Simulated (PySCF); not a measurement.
CH6SSiTe. Atoms are numbered in the order given.

```xyz
10

Te    -0.0393    -0.1043     0.8520
S      1.3882     0.7344    -0.9591
C      1.7857    -0.8004    -1.8724
H      2.3505    -1.5044    -1.2464
H      2.4130    -0.4871    -2.7218
H      0.8767    -1.2837    -2.2567
Si    -2.0779     0.0979    -0.6267
H     -1.8589    -0.6922    -1.8705
H     -2.3238     1.5230    -0.9761
H     -3.2470    -0.4535     0.1194
```
Charge 0, spin multiplicity 1.

The structure is a stationary point at B3LYP-D3(BJ)/def2-SVP. The structure was generated by enumeration, and PubChem lists no compound with its InChIKey, so it may never have been made. The def2 effective core potentials stand for the cores of Te; spin–orbit coupling is left out. One conformer was computed; it need not be the lowest.

Method: PySCF with CAM-B3LYP/def2-TZVP.

ESP charges are fitted to the potential on shells at 1.4 to 2.0 van der Waals radii. Atomic charges (e):

| atom | Löwdin | Mulliken | ESP fit |
|---|---|---|---|
| Te1 | 0.15 | 0.03 | 0.01 |
| S2 | 0.18 | -0.18 | -0.12 |
| C3 | -0.55 | -0.34 | -0.39 |
| H4 | 0.11 | 0.15 | 0.14 |
| H5 | 0.11 | 0.14 | 0.19 |
| H6 | 0.11 | 0.14 | 0.12 |
| Si7 | 0.02 | 0.15 | -0.01 |
| H8 | -0.04 | -0.04 | 0.02 |
| H9 | -0.04 | -0.02 | 0.00 |
| H10 | -0.04 | -0.03 | 0.03 |

### Question
Give the Mayer and Wiberg (Löwdin basis) orders of the bonds. (The exact figures need the calculation; the answer reports its results.)

### Answer

| bond | Mayer | Wiberg |
|---|---|---|
| Te1–S2 | 1.08 | 1.37 |
| S2–C3 | 1.03 | 1.52 |
| C3–H4 | 0.96 | 0.95 |
| C3–H5 | 0.95 | 0.93 |
| C3–H6 | 0.96 | 0.94 |
| Te1–Si7 | 1.08 | 1.45 |
| Si7–H8 | 0.95 | 0.97 |
| Si7–H9 | 0.95 | 0.98 |
| Si7–H10 | 0.94 | 0.97 |
